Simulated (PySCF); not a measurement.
# The third ionisation energy along the alkaline earths

Calculated with PySCF 2.14 from differences of total energies of unrestricted determinants, without spin-orbit coupling. Values in eV. The last column holds reference values (NIST; (s) semi-empirical, (t) theoretical, else measured). Unmarked ones compare directly (S terms, centres of terms, or small fine structure); those marked * lie between the lowest fine-structure levels and include a spin-orbit shift.

```json
{"element": "Be (x2c-TZVPall, spin-free X2C)", "configurations": "1s2 → 1s1", "UHF": "152.81", "MP2 (valence)": "153.53", "SCS-MP2 (valence)": "153.68", "CCSD (valence)": "153.62", "CCSD(T) (valence)": "153.62", "reference": "153.90 (t)"}
{"element": "Mg (x2c-TZVPall, spin-free X2C)", "configurations": "[Ne] → [He] 2s2 2p5", "UHF": "78.610", "MP2 (valence)": "79.934", "SCS-MP2 (valence)": "79.859", "CCSD (valence)": "79.916", "CCSD(T) (valence)": "79.928", "reference": "80.144 *"}
{"element": "Ca (x2c-TZVPall, spin-free X2C)", "configurations": "[Ar] → [Ne] 3s2 3p5", "UHF": "49.752", "MP2 (valence)": "50.972", "SCS-MP2 (valence)": "50.904", "CCSD (valence)": "50.941", "CCSD(T) (valence)": "50.959", "reference": "50.913 *"}
```

"Valence" correlates the outer s and p shells and, in groups 3 to 12 and the f block, the outer d or f shell, open or full, or the next shell where the ion has no valence electron left; the wider scheme adds the next inner shell.
